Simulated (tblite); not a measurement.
Isomers of C5H9NO. Method: GFN2-xTB as coded in tblite; computed harmonic values from a numerical Hessian at the method's own geometry, unscaled. Errors from tens to a few hundred cm⁻¹ against measured bands are possible. One conformer each.

Electronic energies: GFN2-xTB at the same geometries; isomer energies are rough at this level and their order can be wrong.

```json
{"SMILES": "[H]/N=C/C=C/COC", "electronic energy, lowest = 0 (kcal/mol)": "63.0"}
{"SMILES": "O=C1CCCCN1", "electronic energy, lowest = 0 (kcal/mol)": "0.0"}
{"SMILES": "CC(=O)C1CNC1", "electronic energy, lowest = 0 (kcal/mol)": "40.7"}
{"SMILES": "C=CC(=O)CCN", "electronic energy, lowest = 0 (kcal/mol)": "54.7"}
```

Question: How do GFN2-xTB zero-point energies change the relative energies?

Answer: 
```json
{"SMILES": "O=C1CCCCN1", "ZPE (kcal/mol)": "86.0", "of it from modes above 1550 cm⁻¹": "41.3", "electronic (kcal/mol)": "0.0", "with ZPE, lowest = 0 (kcal/mol)": "0.0", "lowest mode (cm⁻¹)": "98", "rings": "1"}
{"SMILES": "CC(=O)C1CNC1", "ZPE (kcal/mol)": "83.9", "of it from modes above 1550 cm⁻¹": "41.5", "electronic (kcal/mol)": "40.7", "with ZPE, lowest = 0 (kcal/mol)": "38.7", "lowest mode (cm⁻¹)": "48", "rings": "1"}
{"SMILES": "C=CC(=O)CCN", "ZPE (kcal/mol)": "82.8", "of it from modes above 1550 cm⁻¹": "47.0", "electronic (kcal/mol)": "54.7", "with ZPE, lowest = 0 (kcal/mol)": "51.6", "lowest mode (cm⁻¹)": "42", "rings": "0"}
{"SMILES": "[H]/N=C/C=C/COC", "ZPE (kcal/mol)": "82.1", "of it from modes above 1550 cm⁻¹": "43.3", "electronic (kcal/mol)": "63.0", "with ZPE, lowest = 0 (kcal/mol)": "59.1", "lowest mode (cm⁻¹)": "86", "rings": "0"}
```

The zero-point energies span 3.9 kcal/mol, from `[H]/N=C/C=C/COC` to `O=C1CCCCN1`. The order is unchanged.

Question: What do entropy and thermal enthalpy add at 298.15 K and 1 bar (rigid rotor, harmonic oscillator, one conformer each)?

Answer: 
```json
{"SMILES": "O=C1CCCCN1", "point group": "C1", "symmetry number": "1", "S (cal/(mol K))": "79.7", "H − H(0) (kcal/mol)": "4.66", "ZPE + H − H(0) − TS (kcal/mol)": "66.9"}
{"SMILES": "CC(=O)C1CNC1", "point group": "C1", "symmetry number": "1", "S (cal/(mol K))": "86.5", "H − H(0) (kcal/mol)": "5.34", "ZPE + H − H(0) − TS (kcal/mol)": "63.5"}
{"SMILES": "[H]/N=C/C=C/COC", "point group": "C1", "symmetry number": "1", "S (cal/(mol K))": "89.1", "H − H(0) (kcal/mol)": "5.82", "ZPE + H − H(0) − TS (kcal/mol)": "61.4"}
```

Not tabulated: `C=CC(=O)CCN` (point group not settled).
